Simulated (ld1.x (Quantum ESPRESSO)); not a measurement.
**An all-electron radial function and its pseudo partner (N)**

Columns: radius, all-electron u(r) and pseudo u(r) of the 2s shell (level -32.22 eV) of nitrogen in the configuration [He] 2s2 2p2; LDA (PZ), non-relativistic, TM semilocal scheme, ld1.x (Quantum ESPRESSO) 7.5.

```json
{"r (bohr)": "0.072", "all-electron": "0.3634", "pseudo": "-0.0553"}
{"r (bohr)": "0.145", "all-electron": "0.3975", "pseudo": "-0.1143"}
{"r (bohr)": "0.217", "all-electron": "0.2739", "pseudo": "-0.1782"}
{"r (bohr)": "0.290", "all-electron": "0.0836", "pseudo": "-0.2515"}
{"r (bohr)": "0.362", "all-electron": "-0.1186", "pseudo": "-0.3345"}
{"r (bohr)": "0.435", "all-electron": "-0.3118", "pseudo": "-0.4295"}
{"r (bohr)": "0.507", "all-electron": "-0.4786", "pseudo": "-0.5313"}
{"r (bohr)": "0.580", "all-electron": "-0.6186", "pseudo": "-0.6357"}
{"r (bohr)": "0.652", "all-electron": "-0.7275", "pseudo": "-0.7307"}
{"r (bohr)": "0.725", "all-electron": "-0.8101", "pseudo": "-0.8101"}
{"r (bohr)": "0.798", "all-electron": "-0.8675", "pseudo": "-0.8674"}
{"r (bohr)": "0.870", "all-electron": "-0.9028", "pseudo": "-0.9028"}
{"r (bohr)": "0.942", "all-electron": "-0.9202", "pseudo": "-0.9202"}
{"r (bohr)": "1.015", "all-electron": "-0.9227", "pseudo": "-0.9227"}
{"r (bohr)": "1.088", "all-electron": "-0.9131", "pseudo": "-0.9131"}
{"r (bohr)": "1.160", "all-electron": "-0.8941", "pseudo": "-0.8941"}
{"r (bohr)": "1.232", "all-electron": "-0.8680", "pseudo": "-0.8680"}
{"r (bohr)": "1.305", "all-electron": "-0.8361", "pseudo": "-0.8361"}
{"r (bohr)": "1.378", "all-electron": "-0.8001", "pseudo": "-0.8001"}
{"r (bohr)": "1.450", "all-electron": "-0.7622", "pseudo": "-0.7622"}
{"r (bohr)": "1.522", "all-electron": "-0.7227", "pseudo": "-0.7227"}
{"r (bohr)": "1.595", "all-electron": "-0.6819", "pseudo": "-0.6819"}
{"r (bohr)": "1.668", "all-electron": "-0.6411", "pseudo": "-0.6411"}
{"r (bohr)": "1.740", "all-electron": "-0.6013", "pseudo": "-0.6013"}
{"r (bohr)": "1.812", "all-electron": "-0.5625", "pseudo": "-0.5625"}
{"r (bohr)": "1.885", "all-electron": "-0.5243", "pseudo": "-0.5243"}
```

(1) How many radial nodes do the two functions have?

(2) At about which radius was the pseudo-wave matched?

(3) Is the pseudo-wave norm-conserving?

Answers

(1) The all-electron 2s function has n − l − 1 = 1; the pseudo-wave has 0, since the states of the same l below it are removed with the core.

(2) 0.90 bohr. The columns agree to 0.0005 from 0.72 bohr on; several derivatives are matched, so the curves merge somewhat inside the radius.

(3) Yes: the TM semilocal scheme keeps the norm inside the radius equal to the all-electron one, which fixes the energy derivative of the logarithmic derivative at the level.
